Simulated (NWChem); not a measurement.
SiH₂O₂BrF; SMILES Br[Si](O)(O)F

```xyz
7

O      1.5435     1.2347     0.4857
Si     0.0298     0.7838     0.0153
O     -0.2903     1.4724    -1.4563
F     -1.0999     1.2743     1.0821
Br    -0.0495    -1.4250    -0.0023
H      1.7916     2.1394     0.2223
H     -1.1954     1.3645    -1.7973
```
Atoms are numbered in this order, from 1.

Results from NWChem. Coordinates come from a PBE-D3(BJ)/def2-SVP optimisation. Vzz is the largest principal value of the second derivative of the potential at the nucleus (NWChem prints the opposite sign); η is the asymmetry. Non-relativistic.

For level CAM-B3LYP/def2-SVP:

```yaml
Vzz O1 (a.u.): 1.430
Vzz O3 (a.u.): 1.414
Vzz Br5 (a.u.): 4.599
```

Task: Estimate the same quantities for level CAM-B3LYP/cc-pVTZ.

Result: 
- Vzz O1 (a.u.): 1.397
- Vzz O3 (a.u.): 1.383
- Vzz Br5 (a.u.): 4.503
